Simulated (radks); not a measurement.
Results of a calculation; reference values are marked as such.
Mg9+, configuration [He] 2s1 (the NIST ground configuration).

Code: a radial shooting solver on a logarithmic mesh with Libxc functionals. Model: Dirac Kohn-Sham, PBE, spin-unpolarised, spherical densities, point nucleus.

Energy parts (hartree):
total: -150.22017
kinetic: 150.73110
electron-nucleus: -312.66874
Hartree: 19.86459
exchange-correlation: -8.14712

Orbitals (lengths in bohr, moments of r in powers of bohr; r(90%) holds 90 % of the orbital's charge):
\begin{tabular}{lrrr}
orbital & occ. & eigenvalue (hartree) & r(90%) \\ \hline
1s1/2 & 2 & -59.90803 & 0.231 \\
2s1/2 & 1 & -12.77244 & 0.854 \\
2p1/2 & 0 & -12.04561 & 0.783 \\
2p3/2 & 0 & -12.02421 & 0.784 \\
3s1/2 & 0 & -5.26273 & 1.88 \\
\end{tabular}

The highest occupied level is 2s1/2 at -347.56 eV. The density falls to 0.001 e/bohr^3 at r = 1.36 bohr.
